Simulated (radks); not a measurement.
Results of a calculation; reference values are marked as such.
Problem. Successive ionisation energies (eV) of one element, from differences of total energies of ions in their ground configurations, starting at charge 0: 9.880, 17.469, 30.541, 43.576, 57.616, 72.521, 88.188, 104.54, 121.50, 197.78, 218.92, 240.45, 262.34, 284.57, 307.14, 375.33, 414.89, 442.88, 469.07, 517.84, 561.44, 606.29. Level of theory: scalar-relativistic Kohn-Sham, PBE, spin-unpolarised, spherical densities, point nucleus (a radial shooting solver on a logarithmic mesh with Libxc functionals). Which element is it?

Solution. Iridium (Z = 77). The first species listed is Ir in [Xe] 4f14 5d7 6s2, the last Ir21+ in [Kr] 4d10 4f10.
